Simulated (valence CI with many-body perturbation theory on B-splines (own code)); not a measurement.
# Nb XXVII: electric-dipole lines

Computed by relativistic CI+MBPT: five valence electrons over a frozen Dirac-Fock core [Ne], radial functions for each j: 11 s, 11 p, 10 d, 8 f, 5 g, 2 h, with the one-electron correlation potential Σ1 (screened to all orders), the two-electron term Σ2, the three-electron term Σ3, Breit, model QED; selected single and double excitations, second order for the rest, scaled by the run's own slope (own B-spline code, finite nucleus).

The last digits are not significant, and no measured levels were compared; by estimate large intervals hold to a few tenths of a per cent, small ones and those within an open d or f shell to about a per cent. Among the levels kept, up to 3700 cm⁻¹ of a level comes from second order outside the variational space, and about a tenth of that is noise between levels of different J, which matters for small intervals.

Lines 51 to 100 of 588 in falling wavelength, among levels below 2430000 cm⁻¹, chosen from the strongest by gf and those to the six lowest levels. Wavelengths and rates use the calculated energies. Electric multipoles are in the length gauge with retardation, E1 and E2 with the static RPA response of the core. Weak lines are less certain than strong ones. Lines between different terms over intervals too small for the method are left out, as are lines whose strength nearly cancels. Where a level lies close to another of its J and parity, the split of strength between their lines is uncertain. The highest levels of a list are the least certain.

Names give the largest LS component (configuration and term), which can be under half, so a name can repeat, a term be missing and a line seem to break the LS rules; names also repeat where a configuration has a term twice. Letters in brackets count levels of one name in rising energy.

```
λ vac (Å)                 Upper                Lower   A (s⁻¹)  log gf  Branch %
    130.7       3s3p³3d ⁴G°_7/2  3s²3p²3d ⁴D_5/2 [a]  1.34e+10   -0.56      46.6
    130.7          3s3p⁴ ²D_5/2       3s²3p³ ²D°_3/2  1.62e+08   -2.60       1.6
    130.0  3s²3p3d² ⁴G°_9/2 [a]  3s²3p²3d ²F_7/2 [a]  5.59e+09   -0.85       9.3
    129.9       3s3p³3d ⁴G°_5/2         3s3p⁴ ²D_3/2  8.73e+09   -0.88      32.1
    129.7   3s²3p²3d ²P_3/2 [a]       3s²3p³ ²D°_5/2  6.91e+09   -1.16      84.6
    129.4   3s3p³3d ⁴P°_5/2 [d]  3s²3p²3d ²F_7/2 [a]  8.85e+09   -0.88      13.4
    129.3   3s3p³3d ²D°_5/2 [d]  3s²3p²3d ²D_5/2 [b]  6.81e+09   -0.99       3.6
    128.3   3s3p³3d ⁴F°_7/2 [b]  3s²3p²3d ⁴D_5/2 [b]  6.42e+09   -0.90      11.2
    127.8   3s3p³3d ²G°_7/2 [b]      3s²3p²3d ²G_7/2  1.13e+10   -0.65      13.1
    127.7          3s3p⁴ ⁴P_1/2       3s²3p³ ⁴S°_3/2  1.31e+10   -1.19      84.8
    127.6       3s3p³3d ⁴G°_7/2         3s3p⁴ ²D_5/2  5.94e+09   -0.94      20.6
    127.0   3s²3p²3d ⁴D_1/2 [b]       3s²3p³ ²P°_1/2  7.51e+09   -1.44      22.1
    126.8       3s²3p²3d ⁴P_3/2       3s²3p³ ²P°_3/2  2.61e+09   -1.60       1.4
    126.3   3s3p³3d ²F°_5/2 [b]  3s²3p²3d ²D_5/2 [a]  1.03e+10   -0.83       7.0
    126.2       3s²3p²3d ⁴P_1/2       3s²3p³ ²P°_3/2  4.21e+09   -1.70       2.1
    125.8   3s3p³3d ⁴D°_5/2 [c]      3s²3p²3d ⁴P_3/2  6.19e+09   -1.05       3.6
    125.5  3s²3p3d² ⁴G°_9/2 [b]      3s²3p²3d ²G_9/2  1.79e+10   -0.37      23.4
    125.1       3s3p³3d ⁶D°_3/2         3s3p⁴ ⁴P_5/2  1.03e+09   -2.02      34.1
    125.1       3s3p³3d ⁶D°_5/2         3s3p⁴ ⁴P_5/2  1.16e+09   -1.79      43.2
    124.8       3s²3p²3d ²F_5/2       3s²3p³ ²D°_5/2  6.46e+08   -2.04      35.1
    124.6   3s3p³3d ²P°_3/2 [a]  3s²3p²3d ²P_1/2 [a]  1.06e+10   -1.01       5.6
    124.5   3s3p²3d² ⁶G_9/2 [b]  3s3p³3d ⁴D°_7/2 [a]  5.48e+09   -0.90      22.7
    124.3   3s3p³3d ²F°_7/2 [d]  3s²3p²3d ²D_5/2 [c]  9.78e+09   -0.74       4.8
    124.1       3s3p³3d ⁶D°_7/2         3s3p⁴ ⁴P_5/2  2.63e+08   -2.31      17.1
    124.1       3s²3p²3d ⁴D_3/2       3s²3p³ ²P°_1/2  1.40e+09   -1.89       4.4
    124.1   3s3p³3d ⁴D°_7/2 [b]      3s²3p²3d ⁴F_7/2  8.04e+09   -0.83       6.8
    123.9   3s3p³3d ²D°_3/2 [e]  3s²3p²3d ²D_3/2 [a]  1.09e+10   -1.00       6.3
    123.9   3s3p³3d ²D°_5/2 [e]  3s²3p²3d ²D_5/2 [c]  1.47e+10   -0.69       8.0
    123.8   3s3p³3d ⁴D°_7/2 [c]  3s²3p²3d ⁴D_5/2 [b]  5.79e+09   -0.97       5.2
    123.3   3s3p³3d ²D°_5/2 [a]  3s²3p²3d ⁴D_5/2 [a]  9.76e+09   -0.87      15.4
    123.2   3s3p³3d ⁴F°_9/2 [c]      3s²3p²3d ⁴F_9/2  1.78e+10   -0.39      47.2
    122.7   3s3p³3d ²F°_5/2 [b]  3s²3p²3d ²D_3/2 [a]  1.73e+10   -0.63      11.7
    122.5   3s3p³3d ⁴D°_5/2 [c]      3s²3p²3d ⁴P_5/2  1.75e+10   -0.63      10.3
    122.3   3s3p³3d ⁴D°_7/2 [d]      3s²3p²3d ⁴P_5/2  7.46e+09   -0.87       4.9
    122.1   3s3p³3d ²P°_3/2 [c]  3s²3p²3d ²P_3/2 [b]  1.10e+10   -1.01       3.7
    121.8   3s²3p²3d ⁴D_1/2 [a]       3s²3p³ ²D°_3/2  9.58e+09   -1.37      45.2
    121.8  3s²3p3d² ⁴G°_9/2 [b]  3s²3p²3d ²F_7/2 [a]  2.02e+10   -0.35      26.4
    121.7       3s3p³3d ⁴G°_5/2     3s3p⁴ ⁴P_3/2 [b]  8.96e+09   -0.92      33.0
    121.4   3s3p³3d ⁴P°_5/2 [b]      3s²3p²3d ⁴D_7/2  8.32e+09   -0.96       7.9
    121.2   3s3p³3d ⁴D°_5/2 [b]      3s²3p²3d ⁴F_7/2  5.90e+09   -1.11       9.7
    121.1       3s²3p²3d ⁴F_7/2       3s²3p³ ²D°_5/2  4.15e+08   -2.14     100.0
    121.0      3s²3p3d² ⁴G°_7/2      3s²3p²3d ⁴P_5/2  7.78e+09   -0.86       8.8
    120.9   3s3p³3d ⁴D°_1/2 [e]      3s²3p²3d ⁴P_1/2  3.35e+10   -0.83      13.8
    120.9   3s3p³3d ⁴P°_3/2 [a]  3s²3p²3d ⁴D_5/2 [a]  1.47e+10   -0.89      26.0
    120.4   3s3p³3d ⁴F°_3/2 [b]  3s²3p²3d ⁴D_1/2 [b]  1.11e+10   -1.02       8.8
    120.4   3s3p³3d ⁴D°_7/2 [b]      3s²3p²3d ²F_5/2  8.21e+09   -0.85       7.0
    120.0      3s²3p3d² ⁴G°_7/2      3s²3p²3d ²G_7/2  2.69e+10   -0.33      30.4
    120.0   3s3p³3d ⁴F°_5/2 [b]      3s²3p²3d ²F_5/2  9.37e+09   -0.92      17.1
    120.0   3s3p³3d ⁴D°_3/2 [b]         3s3p⁴ ²D_5/2  1.11e+10   -1.02      24.0
    119.9   3s3p³3d ²F°_7/2 [b]  3s²3p²3d ²F_7/2 [a]  1.44e+10   -0.60      19.2
```
